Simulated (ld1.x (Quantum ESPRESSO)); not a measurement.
**Logarithmic derivatives: Ge (Z = 32), TM semilocal**

| Property | Result |
| --- | --- |
| Element | germanium (Ge) |
| Generator | ld1.x (Quantum ESPRESSO) 7.5 |
| Type | norm-conserving Troullier–Martins (semilocal form) |
| Functional | PBE |
| Relativity | scalar-relativistic |
| Frozen core | [Ar] 3d10 |
| Valence charge | 4 |
| Reference configuration | 4s2 4p2 |
| Partial waves | 4p (bound): rc 1.95 bohr; 4d channel at -0.2 Ry: rc 1.80 bohr; 4s (bound): rc 1.55 bohr |
| Local potential | the s channel |
| Core correction | none |

The phase is arctan(r·u′/u) with u = r·R(r), unwrapped; energies in Ry, scanned from -3 to 5 Ry. A pole is an energy at which the radial function vanishes at the test radius. The pseudo phase is shifted by a multiple of π to meet the all-electron one at the reference energy, and phase errors are pseudo minus all-electron; the curves can meet again beyond the range given. Levels narrower than the energy grid can be missing from the lists of poles.

Task: For each channel, where are the poles, and over which energies does the pseudopotential scatter like the atom?

Result:

```tsv
channel	radius (bohr)	reference energy (Ry)	poles, all-electron	poles, pseudo	unbroken range about the reference energy with phases within 0.05 rad	phase error 1 Ry above the reference energy (rad)
s	2.15	-0.86	1.31	1.26	below 3.8	-0.002
p	2.15	-0.29	2.74	2.61	below 4.8	-0.005
d	2.15	-0.20	-2.08	0.79	-1.6 to 0.3	-2.436
```

Phases in the p channel:

```tsv
E (Ry)	all-electron	pseudo
-3.00	1.250	1.248
-2.76	1.231	1.230
-2.52	1.209	1.207
-2.28	1.182	1.180
-2.04	1.149	1.147
-1.80	1.108	1.106
-1.56	1.055	1.054
-1.32	0.985	0.983
-1.08	0.888	0.886
-0.84	0.747	0.746
-0.60	0.535	0.534
-0.36	0.219	0.218
-0.12	-0.191	-0.191
0.12	-0.588	-0.589
0.36	-0.882	-0.885
0.60	-1.077	-1.082
0.84	-1.209	-1.214
1.08	-1.301	-1.307
1.32	-1.369	-1.375
1.56	-1.421	-1.428
1.80	-1.462	-1.470
2.04	-1.496	-1.505
2.28	-1.525	-1.535
2.52	-1.550	-1.562
2.76	-1.573	-1.585
3.00	-1.593	-1.608
3.24	-1.612	-1.629
3.48	-1.630	-1.649
3.72	-1.648	-1.670
3.96	-1.665	-1.691
4.20	-1.683	-1.714
4.44	-1.701	-1.738
4.68	-1.720	-1.765
4.92	-1.740	-1.796
```
